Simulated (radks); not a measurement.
The silver ion Ag+, 46 electrons, occupied as [Kr] 4d10.

All-electron calculation, Dirac Kohn-Sham, BLYP, spin-unpolarised, spherical densities, finite nucleus; Fermi nuclear charge, rms radius 4.5454 fm. Program: a radial shooting solver on a logarithmic mesh with Libxc functionals.

Energy parts (eV):
| part | energy |
|---|---|
| total | -144694.519 |
| kinetic | 151427.440 |
| electron-nucleus | -350507.927 |
| Hartree | 58463.301 |
| exchange-correlation | -4077.333 |

Orbitals (lengths in bohr, moments of r in powers of bohr):
orbital  occ.  eigenvalue (eV)   <1/r>      <r>
1s1/2       2        -25326.82   49.44  0.03111
2s1/2       2        -3735.014   11.39   0.1345
2p1/2       2        -3471.949   11.37   0.1141
2p3/2       4        -3296.526   10.68   0.1192
3s1/2       2        -691.1474   3.982   0.3684
3p1/2       2        -586.4793   3.888   0.3601
3p3/2       4        -555.5294   3.721   0.3710
3d3/2       4        -370.0783   3.557   0.3438
3d5/2       6        -363.8448   3.514   0.3473
4s1/2       2        -103.1731   1.522   0.9119
4p1/2       2         -70.2491   1.398   0.9794
4p3/2       4         -65.1417   1.344    1.011
4d3/2       4         -15.9263  0.9884    1.379
4d5/2       6         -15.3592  0.9723    1.402

The highest occupied level is 4d5/2 at -15.359 eV. The density falls to 0.001 e/bohr^3 at r = 3.61 bohr.
